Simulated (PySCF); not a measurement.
Ge(OMe)(SiH3) (CH6GeOSi), SMILES C[O][Ge][SiH3] (connectivity only; charge and spin as stated), neutral, multiplicity 1.

The structure is a stationary point at B3LYP-D3(BJ)/def2-SVP. The structure was generated by enumeration; whether it is a known compound was not checked. One conformer was computed; it need not be the lowest.

All values below come from PySCF with B3LYP-D3(BJ)/def2-SVP.

Frequencies are harmonic and unscaled.

```
mode  ν (cm⁻¹)  IR (km/mol)    moving atoms (share of kinetic energy)
----  --------  -----------  ----------------------------------------
1           73          0.0                                    H 99 %
2          100          0.3                                    H 96 %
3          142          2.5          Si 30 %, C 29 %, H 23 %, Ge 11 %
4          161         16.2                    O 60 %, H 22 %, C 11 %
5          263          1.9  Si 40 %, O 18 %, H 17 %, C 13 %, Ge 12 %
6          291         24.6  Ge 25 %, Si 24 %, H 22 %, O 17 %, C 13 %
7          346         12.3                           H 87 %, Si 10 %
8          448         28.3                           H 75 %, Si 12 %
9          583         74.9            O 53 %, Ge 21 %, C 17 %, H 8 %
10         855        243.2                            H 90 %, Si 9 %
11         936         36.6                                    H 97 %
12         948         34.7                                    H 97 %
13        1118        178.2                    O 50 %, C 40 %, H 10 %
14        1165          2.4                            H 76 %, C 19 %
15        1182         11.9                    H 68 %, C 20 %, O 12 %
16        1459          0.9                                    H 96 %
17        1463          6.4                             H 90 %, C 8 %
18        1474         18.3                                    H 94 %
19        2160         81.0                                    H 98 %
20        2172        114.2                                    H 96 %
21        2184        126.5                                    H 96 %
22        2992         51.9                                    H 98 %
23        3073         34.3                            H 90 %, C 10 %
24        3083         25.7                            H 90 %, C 10 %
```
